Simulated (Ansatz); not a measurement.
A nudged elastic band was laid between two geometries of BF2HO + FH (7 atoms, charge 0, multiplicity 1).

Computed with Ansatz 0.2.0, RKS PBE-D4/def2-SVP.

- movable images: 5
- climbing image: yes
- spring: 5.0 eV/Å²
- optimiser: quadratic models (default)
- start path: through a guess of the saddle point
- force threshold: 0.05 eV/Å
- iteration limit: 60
- end points: relaxed

Initial state:

```xyz
7
Properties=species:S:1:pos:R:3
B -0.053 -0.249 0.097
O -0.031 -0.282 1.473
H -0.931 -0.398 1.832
F 1.096 -0.190 -0.556
F -1.198 -0.361 -0.578
F 0.076 2.250 0.819
H 0.255 1.551 1.430
```

Final state:

```xyz
7
Properties=species:S:1:pos:R:3
B 0.011 0.399 -0.089
O 0.047 0.009 1.670
H -0.841 -0.372 1.832
F 1.120 -0.204 -0.559
F -1.188 -0.163 -0.416
F 0.032 1.762 -0.014
H 0.033 0.892 2.095
```

(1) Which bonds break or form, and what moves?

(2) What energy profile does the band end with?

(3) What is the geometry of the highest image?

(4) What are the harmonic wavenumbers there?

Results:

(1) Bonds broken: F6–H7. Bonds formed: B1–F6, O2–H7. BF2HO + FH becomes BF3H2O.

(2) The run converged. The highest image is number 3 of 0 to 6, 7.7 kcal/mol above the first end and 19.1 kcal/mol above the last; the last end lies 11.4 kcal/mol below the first. A vibrational analysis at the climbing image gives one clearly imaginary mode, 741i cm⁻¹: a first-order saddle point. The orbitals stay closed-shell, which can raise the energy where a bond breaks towards radicals; this wasn't checked here.

```
image  path coordinate (Å)  energy (kcal/mol)  F6–H7 (Å)  B1–F6 (Å)  O2–H7 (Å)
    0                 0.00                0.0       0.95       2.60       1.86
    1                 0.33                0.5       0.95       2.32       1.82
    2                 0.65                3.5       0.98       1.98       1.60
    3                 0.98                7.7       1.12       1.68       1.30
    4                 1.31               -1.0       1.45       1.49       1.06
    5                 1.64               -9.5       1.86       1.39       0.99
    6                 1.97              -11.4       2.28       1.36       0.98
```

(3) 
```xyz
7
Properties=species:S:1:pos:R:3
B 0.002 0.133 0.116
O 0.012 -0.082 1.601
H -0.855 -0.418 1.902
F 1.138 -0.185 -0.513
F -1.178 -0.117 -0.483
F 0.068 1.780 0.465
H 0.027 1.211 1.430
```

(4) 741i, 270, 355, 385, 441, 485, 635, 767, 915, 1018, 1182, 1272, 1416, 1987, 3712 cm⁻¹.

The run took 74 s on 1 thread of Arm Neoverse V2, with other jobs on the host, peak memory 0.13 GiB.
